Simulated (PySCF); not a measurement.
Atom-mapped SMILES (the numbers label the heavy atoms): `[CH3:1][O:2][C:3]1([F:4])[CH2:5][C:6]2([CH2:7][CH2:8][CH2:9]2)[CH2:10]1`. Each H is labelled by its parent atom.

- shielding tensors at PBE0/pcSseg-1 (GIAO)
- PBE0-D3(BJ)/def2-SVP structure
- code: PySCF 2.14
- one computed conformer, one averaged value for each set of equivalent atoms, non-relativistic, no solvent

Task: List the cross peaks expected in HSQC, COSY and HMBC spectra.

Result: 

HSQC (one-bond C–H):
```
                   δH             δC
         3.23 (H(C1))      49.3 (C1)
2.21 (Ha(C5)/Ha(C10))  46.9 (C5/C10)
         2.00 (H(C7))      37.3 (C7)
1.98 (Hb(C5)/Hb(C10))  46.9 (C5/C10)
         1.83 (H(C9))      34.8 (C9)
         1.80 (H(C8))      18.1 (C8)
```

COSY cross peaks (H two or three bonds apart, from the bond graph; peaks can be absent where the dihedral angle is near 90°):
```
                   δH                     δH
2.21 (Ha(C5)/Ha(C10))  1.98 (Hb(C5)/Hb(C10))
         2.00 (H(C7))           1.80 (H(C8))
         1.83 (H(C9))           1.80 (H(C8))
```

HMBC (two and three bonds, from the bond graph):
```
                   δH                                                          δC
         3.23 (H(C1))                                                  112.4 (C3)
2.21 (Ha(C5)/Ha(C10))  112.4 (C3), 46.9 (C5/C10), 37.3 (C7), 34.8 (C9), 33.3 (C6)
         2.00 (H(C7))              46.9 (C5/C10), 34.8 (C9), 33.3 (C6), 18.1 (C8)
1.98 (Hb(C5)/Hb(C10))  112.4 (C3), 46.9 (C5/C10), 37.3 (C7), 34.8 (C9), 33.3 (C6)
         1.83 (H(C9))              46.9 (C5/C10), 37.3 (C7), 33.3 (C6), 18.1 (C8)
         1.80 (H(C8))                             37.3 (C7), 34.8 (C9), 33.3 (C6)
```

Chemical shifts δ = σref − σ; TMS for 1H, 13C, all at this level.

Short H···H contacts in this conformer between protons four or more bonds apart (candidates for NOE cross peaks, intensity ∝ r⁻⁶): Ha(C5)···H(C7) 2.54 Å, H(C1)···Hb(C10) 2.55 Å, Hb(C5)···H(C9) 2.63 Å, H(C7)···Ha(C10) 2.64 Å, H(C7)···H(C9) 2.79 Å.

Shifts are as computed. Against solution values, carbons near 30 ppm lie about +2 ppm off and those near 130 ppm about +5 ppm. Of 1211 compounds with measured shifts, 218 miss one by over three times the rms of a fit or turn the order of signals round; such compounds aren't used in these exercises.
